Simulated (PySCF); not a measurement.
H5NSiZn, singlet, at a GFN2-xTB geometry (such geometries of metal compounds can be far from the true shape); DF-B3LYP/STO-3G in PySCF.

The PySCF input:
```python
from pyscf import gto, scf, dft

mol = gto.Mole()
mol.atom = '''
    Zn   -0.21034468    0.39130841   -0.18260840
    N     0.28666141    1.76968892   -1.33684998
    H     0.42175195    2.72282878   -1.02499799
    H    -0.08070197    1.85613538   -2.27578416
    Si    0.21201033   -1.59909597    1.01402827
    H     0.35766430   -2.78230739    0.15398917
    H    -0.81671297   -1.98634450    1.98713412
    H     1.45356486   -1.55004342    1.79946512
'''
mol.basis = 'sto-3g'
mol.verbose = 4
mol.max_memory = 1800
mol.build()

mf = dft.RKS(mol)
mf.xc = 'b3lyp'
mf = mf.density_fit(auxbasis='def2-universal-jkfit')
mf.kernel()
```

It wrote (shortened):

```
PySCF version 2.14.0

[INPUT] verbose = 4
[INPUT] num. atoms = 8
[INPUT] num. electrons = 56
[INPUT] charge = 0
[INPUT] spin (= nelec alpha-beta = 2S) = 0
[INPUT] symmetry False subgroup None
[INPUT] Mole.unit = angstrom
[INPUT] Symbol           X                Y                Z      unit          X                Y                Z       unit  Magmom
[INPUT]  1 Zn    -0.210344680000   0.391308410000  -0.182608400000 AA   -0.397493836959   0.739465725139  -0.345079864045 Bohr   0.0
[INPUT]  2 N      0.286661410000   1.769688920000  -1.336849980000 AA    0.541711555382   3.344227384477  -2.526280331830 Bohr   0.0
[INPUT]  3 H      0.421751950000   2.722828780000  -1.024997990000 AA    0.796995678001   5.145400678284  -1.936965479330 Bohr   0.0
[INPUT]  4 H     -0.080701970000   1.856135380000  -2.275784160000 AA   -0.152504621013   3.507587518315  -4.300608781023 Bohr   0.0
[INPUT]  5 Si     0.212010330000  -1.599095970000   1.014028270000 AA    0.400641459279  -3.021853430196   1.916235712867 Bohr   0.0
[INPUT]  6 H      0.357664300000  -2.782307390000   0.153989170000 AA    0.675887571534  -5.257798961453   0.290997357449 Bohr   0.0
[INPUT]  7 H     -0.816712970000  -1.986344500000   1.987134120000 AA   -1.543363835680  -3.753647094036   3.755139259579 Bohr   0.0
[INPUT]  8 H      1.453564860000  -1.550043420000   1.799465120000 AA    2.746839489692  -2.929157544984   3.400496247508 Bohr   0.0

nuclear repulsion = 222.832552124374
number of shells = 21
number of NR pGTOs = 111
number of NR cGTOs = 37
basis = sto-3g
ecp = {}

******** <class 'pyscf.df.df_jk.DFRKS'> ********
method = DFRKS
initial guess = minao
damping factor = 0
level_shift factor = 0
DIIS = <class 'pyscf.scf.diis.CDIIS'>
diis_start_cycle = 1
diis_space = 8
diis_damp = 0
SCF conv_tol = 1e-09
SCF conv_tol_grad = None
SCF max_cycles = 50
direct_scf = False
XC library pyscf.dft.libxc version 7.1.2
    S. Lehtola, C. Steigemann, M. J. T. Oliveira, and M. A. L. Marques,  SoftwareX 7, 1–5 (2018)
XC functionals = b3lyp
    P. J. Stephens, F. J. Devlin, C. F. Chabalowski, and M. J. Frisch,  J. Phys. Chem. 98, 11623 (1994)
radial grids:
    Treutler-Ahlrichs [JCP 102, 346 (1995); DOI:10.1063/1.469408] (M4) radial grids

becke partition: Becke, JCP 88, 2547 (1988); DOI:10.1063/1.454033
pruning grids: <function nwchem_prune>
grids dens level: 3
symmetrized grids: False
atomic radii adjust function: <function treutler_atomic_radii_adjust>
small_rho_cutoff = 0
Set gradient conv threshold to 3.16228e-05
Initial guess from minao.
tot grids = 102768
******** <class 'pyscf.df.df.DF'> ********
auxbasis = def2-universal-jkfit
init E= -2099.61007738347
  HOMO = -0.0482479645813029  LUMO = -0.045245320176165  gap/eV = 0.08171
cycle= 1 E= -2094.78491602782  delta_E= 4.83  |g|= 3.46  |ddm|= 6.03
  HOMO = -0.209410545981026  LUMO = -0.208296687012413  gap/eV = 0.03031
cycle= 2 E= -2095.00829492663  delta_E= -0.223  |g|= 2.25  |ddm|= 6.24
  HOMO = 0.201023076297405  LUMO = 0.232140317599836  gap/eV = 0.84674
cycle= 3 E= -2053.91285423487  delta_E= 41.1  |g|= 7.28  |ddm|= 14.4
  HOMO = 0.161153572582811  LUMO = 0.162296902195763  gap/eV = 0.03111
cycle= 4 E= -2093.16694152008  delta_E= -39.3  |g|= 6.26  |ddm|= 9.79
  HOMO = 0.171205792132176  LUMO = 0.175618119379558  gap/eV = 0.12007
cycle= 5 E= -2088.21163159662  delta_E= 4.96  |g|= 6.04  |ddm|= 3.44
  HOMO = 0.162471907832461  LUMO = 0.16423498416524  gap/eV = 0.04798
cycle= 6 E= -2093.45346359304  delta_E= -5.24  |g|= 6.14  |ddm|= 3.77
  HOMO = 0.163174708033789  LUMO = 0.165807165791484  gap/eV = 0.07163
cycle= 7 E= -2095.06297346805  delta_E= -1.61  |g|= 5.74  |ddm|= 3.57
  HOMO = 0.173260266006071  LUMO = 0.175383382960274  gap/eV = 0.05777
cycle= 8 E= -2087.99339644305  delta_E= 7.07  |g|= 7.12  |ddm|= 3.89
  HOMO = 0.166248644033654  LUMO = 0.1707859568288  gap/eV = 0.12347
cycle= 9 E= -2089.49152366645  delta_E= -1.5  |g|= 6.42  |ddm|= 5.01
  HOMO = 0.225293389276913  LUMO = 0.240305856192229  gap/eV = 0.40851
cycle= 10 E= -2059.80721736266  delta_E= 29.7  |g|= 6.36  |ddm|= 7.43
  HOMO = -0.00072338351925838  LUMO = 0.106183078389696  gap/eV = 2.90907
cycle= 11 E= -2091.02347379253  delta_E= -31.2  |g|=  2.4  |ddm|= 13.3
  HOMO = 0.418713266683935  LUMO = 0.491845848568407  gap/eV = 1.99004
cycle= 12 E= -2066.04722314408  delta_E=   25  |g|= 4.18  |ddm|= 11.8
  HOMO = -0.143487481155669  LUMO = -0.0638189580031695  gap/eV = 2.16789
cycle= 13 E= -2097.56139300557  delta_E= -31.5  |g|= 1.87  |ddm|= 9.25
  HOMO = 0.25937531781588  LUMO = 0.274704056989636  gap/eV = 0.41712
cycle= 14 E= -2072.99745160525  delta_E= 24.6  |g|= 8.88  |ddm|= 11.7
  HOMO = 0.245334862488203  LUMO = 0.25250645801559  gap/eV = 0.19515
cycle= 15 E= -2084.57984777783  delta_E= -11.6  |g|= 8.67  |ddm|= 3.67
  HOMO = 0.24131317659026  LUMO = 0.247597443120647  gap/eV = 0.17100
cycle= 16 E= -2086.07266214913  delta_E= -1.49  |g|= 8.29  |ddm|= 0.62
  HOMO = 0.239750040376748  LUMO = 0.246576757377837  gap/eV = 0.18576
cycle= 17 E= -2090.26245874037  delta_E= -4.19  |g|= 6.94  |ddm|=  2.4
  HOMO = 0.238503623215898  LUMO = 0.245835238565367  gap/eV = 0.19950
cycle= 18 E= -2091.03917153214  delta_E= -0.777  |g|=  6.5  |ddm|= 0.469
  HOMO = 0.271743436189824  LUMO = 0.284417521230712  gap/eV = 0.34488
cycle= 19 E= -2071.6959088415  delta_E= 19.3  |g|= 8.55  |ddm|= 6.35
  HOMO = -0.0661474410433767  LUMO = 0.0537542267815838  gap/eV = 3.26269
cycle= 20 E= -2088.18869556348  delta_E= -16.5  |g|= 3.73  |ddm|= 9.96
  HOMO = 0.259692078211242  LUMO = 0.285495903610237  gap/eV = 0.70216
cycle= 21 E= -2093.97952689285  delta_E= -5.79  |g|= 4.28  |ddm|= 6.17
  HOMO = -0.135127859075311  LUMO = 0.00791905248829516  gap/eV = 3.89250
cycle= 22 E= -2088.84599754528  delta_E= 5.13  |g|=  2.1  |ddm|= 10.8
  HOMO = 0.36765137575899  LUMO = 0.519775389353582  gap/eV = 4.13951
cycle= 23 E= -2063.03453121902  delta_E= 25.8  |g|= 4.11  |ddm|= 15.5
  HOMO = 0.0457568456825532  LUMO = 0.0626774012416912  gap/eV = 0.46043
cycle= 24 E= -2086.03845905184  delta_E=  -23  |g|= 3.69  |ddm|= 6.48
  HOMO = 0.0243151683655081  LUMO = 0.054510969980476  gap/eV = 0.82167
cycle= 25 E= -2092.86257643063  delta_E= -6.82  |g|= 4.09  |ddm|= 6.61
  HOMO = -0.0104495661803923  LUMO = 0.0608366143023551  gap/eV = 1.93980
cycle= 26 E= -2093.44637379377  delta_E= -0.584  |g|= 3.83  |ddm|= 1.91
  HOMO = -0.00733513064256275  LUMO = 0.0553646971368392  gap/eV = 1.70615
cycle= 27 E= -2093.08525975607  delta_E= 0.361  |g|= 3.93  |ddm|= 0.713
  HOMO = 0.0457491997937266  LUMO = 0.0500190982453589  gap/eV = 0.11619
cycle= 28 E= -2087.62977772193  delta_E= 5.46  |g|= 4.16  |ddm|= 6.73
  HOMO = -0.0283015464795305  LUMO = 0.0339624595594632  gap/eV = 1.69429
cycle= 29 E= -2090.95833487128  delta_E= -3.33  |g|= 3.71  |ddm|= 6.22
  HOMO = -0.0247358017817939  LUMO = 0.0723550447188265  gap/eV = 2.64198
cycle= 30 E= -2094.04437466459  delta_E= -3.09  |g|= 3.67  |ddm|= 3.27
  HOMO = -0.51236310029436  LUMO = -0.496047525312871  gap/eV = 0.44397
cycle= 31 E= -2082.9470723398  delta_E= 11.1  |g|= 1.88  |ddm|= 11.4
  HOMO = 0.655272161956496  LUMO = 0.875327390805136  gap/eV = 5.98801
cycle= 32 E= -2061.87236203924  delta_E= 21.1  |g|= 3.29  |ddm|= 15.8
  HOMO = -0.104438999992431  LUMO = -0.00671455658022846  gap/eV = 2.65922
cycle= 33 E= -2080.86261442363  delta_E=  -19  |g|= 4.42  |ddm|= 6.95
  HOMO = -0.0215014311567367  LUMO = 0.021716043344964  gap/eV = 1.17601
cycle= 34 E= -2090.23392676595  delta_E= -9.37  |g|= 3.54  |ddm|= 6.62
  HOMO = 0.0021280898189403  LUMO = 0.0577600789316642  gap/eV = 1.51382
cycle= 35 E= -2092.47457127757  delta_E= -2.24  |g|= 3.91  |ddm|= 1.99
  HOMO = -0.00547709078695768  LUMO = 0.0485885153525182  gap/eV = 1.47120
cycle= 36 E= -2091.71833074187  delta_E= 0.756  |g|= 3.79  |ddm|= 1.03
  HOMO = 0.00184799654652956  LUMO = 0.0551757782084137  gap/eV = 1.45112
cycle= 37 E= -2093.87708041819  delta_E= -2.16  |g|= 3.92  |ddm|= 1.89
  HOMO = 0.00587909958265642  LUMO = 0.0579130447138065  gap/eV = 1.41592
cycle= 38 E= -2093.68615774027  delta_E= 0.191  |g|= 4.03  |ddm|= 0.582
  HOMO = 0.00847723199596206  LUMO = 0.0721177727177267  gap/eV = 1.73175
cycle= 39 E= -2094.41890464235  delta_E= -0.733  |g|= 3.85  |ddm|=  1.3
  HOMO = -0.608328718126148  LUMO = -0.59939284421497  gap/eV = 0.24316
cycle= 40 E= -2082.87318699096  delta_E= 11.5  |g|= 1.96  |ddm|= 11.5
  HOMO = 0.596453596413111  LUMO = 0.704358009453244  gap/eV = 2.93623
cycle= 41 E= -2061.88610196638  delta_E=   21  |g|= 4.21  |ddm|= 15.6
  HOMO = 0.0997088160942003  LUMO = 0.103015318867026  gap/eV = 0.08997
cycle= 42 E= -2085.94005701605  delta_E= -24.1  |g|= 3.62  |ddm|= 6.25
  HOMO = 0.017916846476693  LUMO = 0.0411735567708296  gap/eV = 0.63285
cycle= 43 E= -2083.42472068647  delta_E= 2.52  |g|= 3.76  |ddm|= 2.07
  HOMO = 0.0435490522406483  LUMO = 0.0643725699601069  gap/eV = 0.56664
cycle= 44 E= -2085.16026678026  delta_E= -1.74  |g|= 3.36  |ddm|= 1.41
  HOMO = 0.0128043402981752  LUMO = 0.0385321100847473  gap/eV = 0.70009
cycle= 45 E= -2085.10590705895  delta_E= 0.0544  |g|= 3.47  |ddm|= 0.67
  HOMO = -0.0210255306381488  LUMO = 0.0251986187253884  gap/eV = 1.25782
cycle= 46 E= -2089.94223032752  delta_E= -4.84  |g|= 3.54  |ddm|= 6.46
  HOMO = -0.00912281761964695  LUMO = 0.0562427251144142  gap/eV = 1.77869
cycle= 47 E= -2090.90043211883  delta_E= -0.958  |g|= 3.59  |ddm|= 1.49
  HOMO = -0.0188161037321051  LUMO = 0.0348141378076358  gap/eV = 1.45935
cycle= 48 E= -2090.05720596569  delta_E= 0.843  |g|= 3.53  |ddm|= 1.01
  HOMO = -0.613053627283839  LUMO = -0.591733395817247  gap/eV = 0.58015
cycle= 49 E= -2082.86328297812  delta_E= 7.19  |g|= 1.98  |ddm|= 12.8
  HOMO = 0.499211190827761  LUMO = 0.719449730611765  gap/eV = 5.99300
cycle= 50 E= -2062.20334858727  delta_E= 20.7  |g|= 3.33  |ddm|= 15.8
SCF not converged.
SCF energy = -2062.20334858727
```

The run did not converge; its last values are not results.
